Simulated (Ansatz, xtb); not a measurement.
## C8H7+: which of two isomers lies lower

Structure X: `C#CC1=CC=C[CH+]C1`, a singlet. Structure Y: `C#C[C@H]1C=CC=C[CH+]1`, a singlet. Both are isolated ions in the gas phase, relaxed with PBE-D3(BJ)/def2-SVP.

Quicker runs give these differences E(Y) − E(X): GFN2-xTB +59.7 kJ/mol; HF/STO-3G +68.9 kJ/mol (at GFN2-xTB geometries); r2SCAN-D4/def2-SVP +76.9 kJ/mol (at GFN2-xTB geometries).

Question: Estimate E(Y) − E(X) at the level CCSD(T)/def2-SVP + ΔMP2/def2-TZVPP.

Answer: Calculated at CCSD(T)/def2-SVP + ΔMP2/def2-TZVPP: E(Y) − E(X) = +54.1 kJ/mol, so structure X lies lower.

The same difference at several levels:

| level | geometry | E(Y) − E(X) (kJ/mol) | departure from the last row (kJ/mol) | job, with rough time for the two |
| --- | --- | --- | --- | --- |
| GFN2-xTB | GFN2-xTB | +59.7 | +5.6 | optimisation, 0.17 s |
| HF/STO-3G | GFN2-xTB | +68.9 | +14.8 | single point, 0.4 s |
| r2SCAN-D4/def2-SVP | GFN2-xTB | +76.9 | +22.8 | single point, 4 s |
| PBE-D3(BJ)/def2-SVP | PBE-D3(BJ)/def2-SVP | +72.9 | +18.7 | optimisation, 19 s |
| HF/def2-SVP | PBE-D3(BJ)/def2-SVP | +54.9 | +0.8 | part of the CCSD(T) run |
| MP2/def2-SVP | PBE-D3(BJ)/def2-SVP | +59.1 | +4.9 | part of the CCSD(T) run |
| CCSD(T)/def2-SVP | PBE-D3(BJ)/def2-SVP | +57.1 | +3.0 | single point |
| CCSD(T)/def2-SVP + ΔMP2/def2-TZVPP | PBE-D3(BJ)/def2-SVP | +54.1 |  | single point, 94 s |

As drawn, both hold the same kinds of bond in the same numbers.

None of the levels shown reverses the order. The largest departure from CCSD(T)/def2-SVP + ΔMP2/def2-TZVPP is that of r2SCAN-D4/def2-SVP, 22.8 kJ/mol. The last row adds to CCSD(T) the change of the MP2 difference between the two basis sets, here −3.0 kJ/mol.

With thermal terms from frequencies at re-optimised GFN2-xTB minima (ideal gas, soft modes damped towards free rotors, one conformer each, 298.15 K, 1 atm): the zero-point term adds −1.9 kJ/mol; ΔH is +52.2 and ΔG +52.3 kJ/mol.

The correlated steps freeze 8 core orbitals. Mirror images aren't counted in ΔG. Programs: Ansatz 0.2.0, xtb 6.7.1; the last row on 4 threads of Arm Neoverse V1 on a shared host.
